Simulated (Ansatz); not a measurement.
Gas-phase electronic energies from Ansatz, PBE0-D4/def2-TZVP geometries. CCSD(T)/CBS is the MP2 limit (def2-TZVPP, def2-QZVPP) plus CCSD(T) − MP2 in def2-TZVPP, frozen cores. DFT in def2-TZVPP. B3LYP here is the variant with VWN-RPA as its local correlation; programs differ in this. For Ge outer-core shells are correlated without core-valence functions, which leaves a few kJ/mol of doubt a bond. Scalar relativity is left out up to krypton. Each species was taken in one conformer, which may not be the lowest.

`[SiH3][O][GeH3]` + `C=CNC` → `C=CN(C)[SiH3]` + `[OH][GeH3]`  (ligand exchange at the Si–O bond)

```tsv
level	ΔE (kcal/mol)	difference from CCSD(T)/CBS
PBE-D4	9.8	-1.1
revPBE-D4	8.8	-2.1
BLYP-D4	10.9	0.0
B97M-V	11.9	1.0
B3LYP-D4	11.7	0.8
CAM-B3LYP-D4	12.3	1.4
ωB97M-V	11.2	0.3
r2SCAN	11.8	0.9
B3LYP	13.4	2.5
r2SCAN0	12.0	1.1
CAM-B3LYP	13.2	2.3
HF/def2-SVP	16.1	5.2
CCSD/def2-SVP	12.1	1.2
CCSD(T)/def2-SVP	11.4	0.5
MP2/def2-TZVPP	10.1	-0.8
SCS-MP2/def2-QZVPP	11.5	0.6
CCSD(T)/CBS	10.9	0
```

Largest T1 diagnostic among the species: 0.012.

From BLYP to BHLYP (50 % exact exchange), in def2-TZVPP and without D4, ΔE moves by +0.9 kcal/mol. In def2-TZVPP, CCSD(T) changes the Hartree–Fock value by −5.8 kcal/mol (the triples alone add −0.8 kcal/mol) and MP2 by −6.6 kcal/mol.
